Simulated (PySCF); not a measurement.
AlF₃, charge -1, doublet, at a GFN2-xTB geometry (such geometries of metal compounds can be far from the true shape) (a state made from the parent by changing its charge; the spin is typed, not shown lowest) (in this run its highest filled SCF level lies above zero, so its values depend strongly on the basis, on diffuse functions most of all). Base run: PySCF with R2SCAN/6-31G*.

The PySCF input:
```python
from pyscf import gto, scf, dft

mol = gto.Mole()
mol.atom = '''
    Al   -0.00000000    0.00000000    0.00000000
    F    -1.50335220   -0.93570325    0.04395447
    F     0.00526794    1.63623601   -0.67841315
    F     1.49808427   -0.70053275    0.63445868
'''
mol.basis = '6-31g*'
mol.charge = -1
mol.spin = 1
mol.verbose = 4
mol.symmetry = True
mol.build()

mf = dft.UKS(mol)
mf.xc = 'r2scan'
mf.kernel()
mf.analyze()
```

The base run was repeated with changes; each row names its change, and settings that it needs were set with it.

| change | ΔE vs base (eV) | point group used | SCF cycles | outcome |
|---|---|---|---|---|
| base | 0.00 | Cs | 10 | converged |
| symmetry = off | 0.00 | C1 | 10 | converged |
| irrep_nelec = A':(16, 16) A":(5, 4) | 1.07 | Cs | 10 | converged |
| irrep_nelec = A':(18, 16) A":(3, 4) | - | - | 50 | not converged |

Open shells are given as the SCF converged; they aren't shown to be the lowest states, and a large step between rows can be another state.
